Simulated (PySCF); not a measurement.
Computed shifts of a molecule C4H10O, PBE/pcSseg-1 in PySCF, GIAO, gas phase, equivalent atoms averaged, in ppm (number of nuclei): ¹³C: 72.4 (1), 41.1 (1), 25.3 (1), 18.9 (1). ¹H: 4.17 (2), 1.80 (2), 1.41 (2), 1.34 (3), 0.23 (1). References: ¹³C against TMS (σ = 182.0 ppm); ¹⁷O against H2O (σ = 334.3 ppm); ¹H against TMS (σ = 31.49 ppm), references at their B3LYP-D3(BJ)/def2-TZVP geometries, non-relativistic. Geometry: PBE0-D3(BJ)/def2-SVP. Other conformers were not sampled.

Problem. Which structure fits?
A) CC(C)(C)O
B) CCCOC
C) CCCCO
D) CC[C@H](C)O

Solution. C, CCCCO
